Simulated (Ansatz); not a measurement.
Reactions of C4H13GeNO3 (`C[NH][Ge]([O]C)([O]C)[O]C`).

Program: Ansatz. Geometries: PBE0-D4/def2-TZVP. ΔE: electronic, gas phase. CBS: MP2 limit from def2 TZ/QZ plus the TZ coupled-cluster correction, frozen cores. This one scheme is used for every species, atoms too. Functionals use def2-TZVPP. B3LYP here is the variant with VWN-RPA as its local correlation; programs differ in this. No spin–orbit coupling; open shells (•) take unrestricted orbitals. Spin–orbit coupling would lower the free atoms: a little for C, O; clearly for Ge. Bonds to Ge, Se are less sure, by a few kJ/mol each and by 10 to 20 or more in all where they break to atoms, as the def2 sets lack core-valence functions. Scalar relativity is left out up to krypton. Each species was taken in one conformer, which may not be the lowest.

```tsv
reaction	PBE-D4 (kJ/mol)	B3LYP-D4 (kJ/mol)	B2PLYP (kJ/mol)	HF/CBS(def2) (kJ/mol)
`C[NH][Ge]([O]C)([O]C)[O]C` + CH₃OH → `C[O][Ge]([O]C)([O]C)[O]C` + CH₃NH₂	-18	-21	-23	-29
`C[NH][Ge]([O]C)([O]C)[O]C` + `Cl[SiH](Cl)Cl` → `C[O][Ge]([O]C)([O]C)[Si](Cl)(Cl)Cl` + CH₃NH₂	-11	-1	14	36
`C[NH][Ge]([O]C)([O]C)[O]C` → 4 C• + Ge• + 13 H• + N• + 3 O•	8504	8331	8250	5920
`C[NH][Ge]([O]C)([O]C)[O]C` + `C[SeH]` → `C[O][Ge]([O]C)([O]C)[Se]C` + CH₃NH₂	-59	-52	-47	-33
`C[NH][Ge]([O]C)([O]C)[O]C` + H₂O → `C[O][Ge]([OH])([O]C)[O]C` + CH₃NH₂	-19	-20	-26	-36
```

Q: Give the CCSD(T)/CBS values in the same order. (Best estimate.)

A: The calculation gave: -20, 14, 8359, -49, -16 kJ/mol.

Largest T1 diagnostic: 0.012, for `C[O][Ge]([O]C)([O]C)[Si](Cl)(Cl)Cl`.
